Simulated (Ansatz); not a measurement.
The multiplicity is imposed and other spin states were not computed.

Species: [Cd(CH3)(OH)] (charge 0, multiplicity 1).

**Question.** Give a relaxed geometry from r2SCAN-D4/def2-SVP (Ansatz, an electronic-structure program).

**Answer.** This is not unique; one that fits is the end point of this relaxation, one of several conformers.
Cartesian coordinates (Å) in one orientation:
```xyz
7

Cd    -0.005    -0.059     0.101
C      1.426     1.208     0.936
H      1.343     2.215     0.500
H      2.438     0.823     0.739
H      1.283     1.282     2.025
O     -1.416    -1.156    -0.737
H     -1.296    -2.099    -0.564
```
